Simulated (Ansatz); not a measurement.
Geometry optimisation, RHF/6-31G* (Ansatz 0.2.0).

Input file:

```yaml
crystal:
  periodic: [false, false, false]
  atoms:
    - { symbol: B, position_ang: [0.0, 0.0, 0.0] }
    - { symbol: H, position_ang: [0.0, 0.0, 1.54] }
    - { symbol: Cl, position_ang: [1.6108, 0.0, -0.93] }
    - { symbol: Cl, position_ang: [-1.6108, 0.0, -0.93] }
    - { symbol: O, position_ang: [0.0715, -1.6212, 0.5392] }
    - { symbol: C, position_ang: [-0.5794, -2.7171, -0.0867] }
    - { symbol: H, position_ang: [0.1085, -3.5877, -0.1182] }
    - { symbol: H, position_ang: [-1.4893, -2.9859, 0.4895] }
    - { symbol: H, position_ang: [-0.8668, -2.4357, -1.1212] }
    - { symbol: H, position_ang: [0.0379, -0.8605, 1.537] }
basis:
  gaussian: { orbitals: "6-31G*" }
hamiltonian:
  xc: hf
relax:
  f_tol: 0.15
  max_steps: 25
  restrain:
    - { distance: [0, 4], at: 2.61, k: 30.0 }
    - { distance: [9, 1], at: 1.86, k: 30.0 }
    - { distance: [0, 1], at: 1.19, k: 30.0 }
    - { distance: [9, 4], at: 1.01, k: 30.0 }
```

Run as:

```bash
$ ansatz run input.yaml --threads 1 --pin off --max-ram 2048MiB --backend cpu --events-out ev --progress --plain --runs-dir out
```

Q: Where does it end, and by what steps?

A: It converged. The restraints hold the end off the free minimum. After 14 steps the energy has fallen by 3.930 eV (the restraints' own energy left out); H9 moved furthest, 0.95 Å. Parted: B1–O5 (1.71 → 2.61 Å). Joined: B1–H2 (1.54 → 1.18 Å).

```tsv
step	energy less start (eV)	largest force component (eV/Å)	accepted
0	0.0000	5.636	yes
1	-0.8118	4.715	yes
2	-2.0043	3.411	yes
3	-2.8286	2.465	yes
4	-3.5239	2.362	yes
5	-3.6847	1.918	yes
6	-3.7845	1.425	yes
7	-3.8433	1.133	yes
8	-3.8960	1.171	yes
9	-3.9132	1.150	yes
10	-3.9011	1.136	no
11	-3.9211	1.125	yes
12	-3.9229	1.082	yes
13	-3.8722	1.085	no
14	-3.9298	1.112	yes
```

```xyz
10
Properties=species:S:1:pos:R:3
B 0.169 0.530 -0.120
H -0.099 0.382 1.023
Cl 1.819 0.842 -0.606
Cl -1.141 0.583 -1.294
O 0.122 -1.983 0.578
C -0.663 -3.057 0.122
H -0.026 -3.669 -0.500
H -1.029 -3.660 0.949
H -1.507 -2.713 -0.470
H -0.363 -1.463 1.238
```

The run took 36 s on 1 thread of Arm Neoverse V2, on a shared host, peak memory 0.18 GiB.
